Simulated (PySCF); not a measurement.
Compound: In(NCS)3, C3InN3S3.
Bonds: In1–N2, In1–N5, In1–N8, N2–C3, C3–S4, N5–C6, C6–S7, N8–C9, C9–S10.

Method used: PBE0-D3(BJ)/def2-SVP geometry optimisation, gas phase, def2 core potentials past Kr in PySCF 2.14.0.

Q: How far are the bound atoms from In1?

A: 3 atoms: N2 2.004 Å, N8 2.004 Å, N5 2.004 Å. The nearest atom not counted as bound is C9, at 3.14 Å (others tie with it).

Q: List the angles at In1.

A: 
```
    angle  degrees  distance of the outer atoms (Å)
N5–In1–N8    120.2                             3.47
N2–In1–N5    120.2                             3.47
N2–In1–N8    119.7                             3.46
```

Q: What is the shape at In1?

A: Planar: angles 120.2°, 120.2° and 119.7°, sum 360.0°, 0.00 Å off the plane of its three neighbours.

Q: What are the other bond lengths?

A: N2–C3, N5–C6, N8–C9 1.201 Å; C3–S4, C6–S7, C9–S10 1.574 Å.

Q: Give some angles away from the centre.

A: In1–N2–C3 157.3°, N2–C3–S4 177.8°, In1–N5–C6 155.9°.

Charge 0, singlet. Stationary, but not proved a minimum.

One conformer stands for the species.
